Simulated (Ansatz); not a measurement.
`CC(C)[NH][AlH][F]`. Total charge 0; spin multiplicity 1. Geometry: relaxed with PBE0-D4/def2-TZVP. It is one conformer, not always the lowest.

```xyz
15

C     0.358   -1.254   -0.615
C     0.026   -0.396    0.590
C    -1.448   -0.511    0.951
N     0.398    0.988    0.353
Al    1.129    1.816   -1.020
F     1.324    3.447   -0.823
H    -0.206   -0.924   -1.493
H     0.102   -2.298   -0.426
H     1.423   -1.208   -0.859
H     0.608   -0.782    1.441
H    -1.715   -1.544    1.190
H    -2.070   -0.175    0.116
H    -1.688    0.106    1.820
H     0.154    1.571    1.143
H     1.604    1.165   -2.366
```

(1) What is the dipole moment at ωB97M-V/def2-TZVPP? (An estimate is asked.)

(2) And with PBE, r2SCAN, B3LYP? (Estimate.)

(3) Give the Mulliken charges with ωB97M-V, r2SCAN, PBE in def2-TZVPP. (Estimate.)

## Answers

(1) Computed: 2.35 D, with components (-0.73, -2.04, 0.91) D in this frame, pointing from negative to positive charge.

(2) Computed: PBE 2.42 D, r2SCAN 2.42 D, B3LYP 2.41 D.

(3) Computed: 
| atom | ωB97M-V | r2SCAN | PBE |
| --- | --- | --- | --- |
| C1 | -0.35 | -0.17 | -0.26 |
| C2 | 0.03 | 0.19 | 0.10 |
| C3 | -0.29 | -0.14 | -0.24 |
| N4 | -0.27 | -0.35 | -0.24 |
| Al5 | 0.53 | 0.60 | 0.45 |
| F6 | -0.36 | -0.37 | -0.33 |
| H7 | 0.12 | 0.05 | 0.08 |
| H8 | 0.11 | 0.04 | 0.08 |
| H9 | 0.12 | 0.06 | 0.09 |
| H10 | 0.09 | 0.01 | 0.06 |
| H11 | 0.09 | 0.03 | 0.07 |
| H12 | 0.10 | 0.04 | 0.07 |
| H13 | 0.09 | 0.03 | 0.07 |
| H14 | 0.10 | 0.13 | 0.13 |
| H15 | -0.11 | -0.15 | -0.12 |

B3LYP here is the variant with VWN-RPA as its local correlation; programs differ in this.
